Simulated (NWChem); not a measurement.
H2BO2 cation

```xyz
5

O      0.1969    -1.2355     0.0677
B      0.0000     0.0000     0.0010
O     -0.1969     1.2355     0.0677
H     -0.1461    -2.0529    -0.3236
H      0.1461     2.0529    -0.3236
```
Atoms are numbered in this order, from 1.

Computed with NWChem. Pople sets run with spherical d functions. STO-3G and 3-21G are far too small for this property and stand as cheap habits. Structure relaxed at the PBE0/def2-SVP level. Field at 589 nm.

```tsv
level	isotropic polarisability (bohr³)	anisotropy (bohr³)
B3LYP/STO-3G	9.5	19.2
B3LYP/6-31G*	13.8	14.8
B3LYP/def2-SVP	14.0	14.7
B3LYP/def2-SVPD	17.6	12.8
B3LYP/aug-cc-pVDZ	17.6	?
B3LYP/def2-TZVPD	17.7	12.7
```

**Question.** Complete the blanks.

**Answer.** 
- B3LYP/aug-cc-pVDZ, anisotropy (bohr³): 13.3
